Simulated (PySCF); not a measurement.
A structure optimised at PBE-D3(BJ)/def2-TZVP, used in a PySCF frequency run:

```xyz
3

Sb     0.0000     0.0000     0.6115
Cl     0.0000    -1.8019    -0.9173
Cl     0.0000     1.8019    -0.9173
```
Charge 0, spin multiplicity 2.

Problem. Write its SMILES, formula and point group.

Solution. [Cl][Sb][Cl], Cl₂Sb, C2v

Problem. What are its rotational constants (standard atomic weights)?

Solution. 4.8259, 2.1953, 1.5089 GHz
